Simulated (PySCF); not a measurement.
A calculated (B3LYP, PySCF 2.14, cc-pVDZ-DK, scalar relativity by spin-free X2C-1e) atom or ion has these occupied shells.

```csv
shell,electrons,orbital energy (eV),"rms radius, mean of both spins (bohr)"
1s α,1,-280.58,0.314
1s β,1,-279.82,0.314
2s α,1,-15.896,1.74
2s β,1,-12.897,1.74
2p α,2,-7.092,1.90
```

Task: Name the element and its charge.

Result: C (carbon, neutral), in [He] 2s2 2p2, high-spin 3P determinant.
